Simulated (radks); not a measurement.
Initial-state core-level shifts of the osmium ion Os2+ when its valence configuration changes from [Xe] 4f14 5d6. Calculated with a radial shooting solver on a logarithmic mesh with Libxc functionals: Dirac Kohn-Sham, PBE, spin-unpolarised, spherical densities, finite nucleus; open shells fill j = l - 1/2 first; Fermi nuclear charge, rms radius 5.4126 fm. Shifts are changes of the shell-averaged eigenvalues in eV (positive: less bound); the change of the density at the nucleus, which sets a Mossbauer isomer shift, is in e/bohr^3, on a base of 1.675e+06.

valence	2s	3s	4s	5s	density at nucleus
4f12 5d6 6p2	-34.357	-37.799	-34.378	-18.128	+269.0
4f13 5d6 6s1	-15.464	-17.119	-15.578	-7.770	+270.9
4f12 5d5 6p3	-40.116	-43.481	-39.991	-23.364	+288.9
4f13 5d6.5 6s0.5	-13.645	-15.324	-13.800	-6.083	+187.3
4f13 5d6 6p1	-16.628	-18.293	-16.757	-8.936	+128.0
4f12 5d8	-24.338	-27.867	-24.532	-8.784	+225.1
4f13 5d4 6p3	-27.150	-28.688	-27.055	-18.639	+170.8
4f13 5d7	-11.887	-13.585	-12.075	-4.438	+109.2
4f14 5d5 6s1	-3.389	-3.348	-3.326	-3.190	+155.0
